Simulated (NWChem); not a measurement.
Species: HfNHCl₂; SMILES [NH]=[Hf]([Cl])[Cl]

Program: NWChem. All runs use the structure optimised with PBE0/def2-SVP. def2 effective core potentials on Hf; no spin-orbit coupling. Level r2SCAN/def2-SVP: energy and gradient on several grids; changes count from the extra-fine grid, which is no exact limit either.

```json
[
 {"grid": "xcoarse", "size of the energy change (μHa)": "4000", "largest change of a gradient component (μHa/bohr)": "2000", "time, medium = 1 (rough)": "about 1"},
 {"grid": "coarse", "size of the energy change (μHa)": "300", "largest change of a gradient component (μHa/bohr)": "400", "time, medium = 1 (rough)": "about 1"},
 {"grid": "medium", "size of the energy change (μHa)": "40", "largest change of a gradient component (μHa/bohr)": "< 30", "time, medium = 1 (rough)": "about 1"},
 {"grid": "fine", "size of the energy change (μHa)": "10", "largest change of a gradient component (μHa/bohr)": "< 30", "time, medium = 1 (rough)": "about 1"},
 {"grid": "xfine", "size of the energy change (μHa)": "< 10", "largest change of a gradient component (μHa/bohr)": "< 30", "time, medium = 1 (rough)": "3"}
]
```
